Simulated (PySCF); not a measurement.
C₄H₆BF, SMILES C(B(C#C)F)C. Atoms are numbered in the order given.

```xyz
12

C     -1.2362     2.1293     0.0000
C     -0.3783     1.2656     0.0000
B      0.6480     0.1231     0.0000
F      1.9383     0.4526     0.0000
C      0.2637    -1.3939     0.0000
C     -1.2189    -1.7391     0.0000
H     -1.9851     2.9015     0.0000
H      0.7799    -1.8438     0.8702
H      0.7799    -1.8438    -0.8702
H     -1.7270    -1.3235    -0.8835
H     -1.3877    -2.8266     0.0000
H     -1.7270    -1.3235     0.8835
```
Charge 0, spin multiplicity 1.

The structure is a stationary point at PBE0-D3(BJ)/def2-SVP. The structure was generated by enumeration, and PubChem lists no compound with its InChIKey, so it may never have been made. The values are those of a single conformer.

Calculation: PBE/pcSseg-1 run with PySCF.

GIAO shieldings, no solvent; atoms alike by connectivity are averaged. δ = σ(ref) − σ: ¹³C against TMS (σ = 182.0 ppm); ¹¹B against BF3 (σ = 83.9 ppm); ¹⁹F against CFCl3 (σ = 133.6 ppm); ¹H against TMS (σ = 31.49 ppm), references at their B3LYP-D3(BJ)/def2-TZVP geometries, non-relativistic.

| nucleus | atoms | count | δ (ppm) |
|---|---|---|---|
| ¹³C | C1 | 1 | 105.8 |
| ¹³C | C2 | 1 | 91.9 |
| ¹³C | C5 | 1 | 21.0 |
| ¹³C | C6 | 1 | 11.8 |
| ¹¹B | B3 | 1 | 35.0 |
| ¹⁹F | F4 | 1 | -24.4 |
| ¹H | H7 | 1 | 3.27 |
| ¹H | H10, H11, H12 | 3 | 1.41 |
| ¹H | H8, H9 | 2 | 1.27 |
